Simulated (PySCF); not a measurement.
PySCF job for CH₂Cl, SMILES [CH2]Cl, multiplicity 2, B3LYP-D3(BJ)/def2-TZVP. The structure is a stationary point at B3LYP-D3(BJ)/def2-TZVP. The isomer is the one that the SMILES or the coordinates give; other isomers of the formula were not compared.

```python
import numpy as np
from pyscf import gto, scf, dft
from pyscf.hessian import thermo

mol = gto.M(
    atom='''
    C    -0.00000000    0.00000000   -1.11422546
    Cl    0.00000000   -0.00000000    0.58355905
    H     0.00000000   -0.95186870   -1.61757560
    H     0.00000000    0.95186869   -1.61757560
    ''',
    basis='def2-TZVP',
    charge=0,
    spin=1,
    max_memory=1600,
    verbose=3,
)
mf = dft.UKS(mol, xc='b3lyp').density_fit(auxbasis='def2-universal-jkfit')
mf.disp = 'd3bj'
mf.grids.level = 3
mf.conv_tol = 1e-11
mf.max_cycle = 100
mf.kernel()
fine, coarse = mf.grids, dft.Grids(mol).set(level=1).build(with_non0tab=True)
for _ in range(3):  # follow internal instabilities
    mf.grids = coarse
    mo, _, stable, _ = mf.stability(return_status=True, nroots=4)
    mf.grids = fine
    if stable:
        break
    mf.kernel(mf.make_rdm1(mo, mf.mo_occ))

# [left out here: the lines that compute and print the analytic Hessian (its translational invariance restored by hand, since the grid's response is missing), thermochemistry and intensities]
```

It prints:

```

WARN: HOMO -0.178067334103709 >= LUMO -0.178067334103712

converged SCF energy = -499.492372338873  <S^2> = 0.75481351  2S+1 = 2.0048077
<class 'pyscf.df.df_jk.DFUKS'> wavefunction is stable in the internal stability analysis

WARN: DFTD3 does not support analytical Hessian, using finite difference


WARN: Mole.unit (angstrom) is changed to Bohr

Mode                                 0                   1                   2
Irrep
Freq [cm^-1]                      216.7219            834.3648            995.0663
Reduced mass [au]                   1.2672              7.1145              1.1700
Force const [Dyne/A]                0.0351              2.9182              0.6825
Char temp [K]                     311.8145           1200.4652           1431.6789
Normal mode                   x     y     z       x     y     z       x     y     z
       0   C                -0.14  0.00  0.00    0.00 -0.00  0.23   -0.00 -0.10  0.00
       1  Cl                 0.01 -0.00 -0.00   -0.00  0.00 -0.09    0.00  0.02  0.00
       2   H                 0.62 -0.00  0.00   -0.00  0.02  0.20    0.00  0.21 -0.61
       3   H                 0.62 -0.00  0.00   -0.00 -0.02  0.20    0.00  0.21  0.61
Mode                                 3                   4                   5
Irrep
Freq [cm^-1]                     1416.1815           3169.6639           3318.4719
Reduced mass [au]                   1.0948              1.0409              1.1294
Force const [Dyne/A]                1.2936              6.1612              7.3280
Char temp [K]                    2037.5699           4560.4407           4774.5422
Normal mode                   x     y     z       x     y     z       x     y     z
       0   C                -0.00  0.00  0.08    0.00  0.00 -0.05    0.00  0.10  0.00
       1  Cl                 0.00 -0.00  0.00   -0.00 -0.00  0.00   -0.00 -0.00 -0.00
       2   H                 0.00  0.34 -0.58   -0.00  0.62  0.31   -0.00 -0.59 -0.31
       3   H                 0.00 -0.34 -0.58   -0.00 -0.62  0.31   -0.00 -0.59  0.31
temperature 298.1500 [K]
pressure 101325.00 [Pa]
Rotational constants [GHz] 276.67670 15.82852 14.97198
Symmetry number 2
Zero-point energy (ZPE) 0.02267 [Eh]   59517.030 [J/mol]
                           tot       elec      trans        rot        vib
Entropy [J/mol/K]       246.997      5.763    157.404     74.292      9.538
Cv [J/mol/K]             37.053      0.000     12.472     12.472     12.110
Cp [J/mol/K]             45.367      0.000     20.786     12.472     12.110
Internal energy [J/mol]                      3718.434   3718.434  61219.783
Internal energy [Eh]   -499.46622  -499.49237
Enthalpy [J/mol]                             6197.391   3718.434  61219.783
Enthalpy [Eh]          -499.46528
Gibbs free energy [J/mol]                  -40732.677 -18431.681  58376.055
Gibbs free energy [Eh] -499.49333
mode   freq/cm-1   IR/(km/mol)
   1      216.72        77.017
   2      834.36        33.583
   3      995.07         0.192
   4     1416.18         9.887
   5     3169.66         6.632
   6     3318.47         0.000
max |gradient| / (hartree/bohr): 3.611802806977552e-05
APT charges: [ 0.1274 -0.2294  0.051   0.051 ]
```

The run converged.
